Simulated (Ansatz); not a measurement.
Reaction (ligand exchange at the In–N bond): `[NH2][In]([OH])[Br]` + H₂S → `[OH][In]([SH])[Br]` + NH₃

Gas-phase electronic energies from Ansatz, PBE0-D4/def2-TZVP geometries. CCSD(T)/CBS adds triple-zeta CCSD(T) − MP2 to the extrapolated MP2 energy (def2 sets, frozen cores). This one scheme is used for every species. Elements past krypton have def2 core potentials. For Br, In outer-core shells are correlated without core-valence functions, which leaves a few kJ/mol of doubt a bond. Scalar relativity is left out up to krypton. One conformer a species, not always the lowest.

`[NH2][In]([OH])[Br]`:

```xyz
7

N     0.329   -0.016   -1.611
In   -0.244    0.092    0.305
O     1.063    0.078    1.780
Br   -2.596    0.488    0.927
H    -0.381   -0.337   -2.254
H     1.187   -0.524   -1.780
H     0.643    0.220    2.633
```

H₂S:

Cartesian coordinates in Å:
```
S -0.420 0.454 0.034
H -0.487 -0.854 -0.254
H 0.907 0.400 0.220
```

`[OH][In]([SH])[Br]`:

Cartesian coordinates in Å:
```
O 1.549 -0.102 0.601
In -0.151 0.238 -0.335
S -2.115 -0.847 0.377
Br -0.106 1.807 -2.225
H 2.279 0.395 0.222
H -1.456 -1.490 1.359
```

NH₃:

Cartesian coordinates in Å:
```
N -0.119 -0.201 0.157
H 0.709 0.178 0.598
H 0.161 -0.550 -0.751
H -0.751 0.573 -0.005
```

| species | CCSD(T)/CBS(def2) energy (Eh) |
| --- | --- |
| `[NH2][In]([OH])[Br]` | -2894.90232 |
| H₂S | -398.97279 |
| `[OH][In]([SH])[Br]` | -3237.39649 |
| NH₃ | -56.50880 |

Q: Work out ΔE.

A: ΔE = (-3237.39649) + (-56.50880) − (-2894.90232) − (-398.97279) = -0.03018 Eh = -79.2 kJ/mol.

Largest T1 diagnostic among the species: 0.013.

In def2-TZVPP, CCSD(T) changes the Hartree–Fock value by +7.3 kJ/mol (the triples alone add −0.0 kJ/mol) and MP2 by +4.8 kJ/mol.
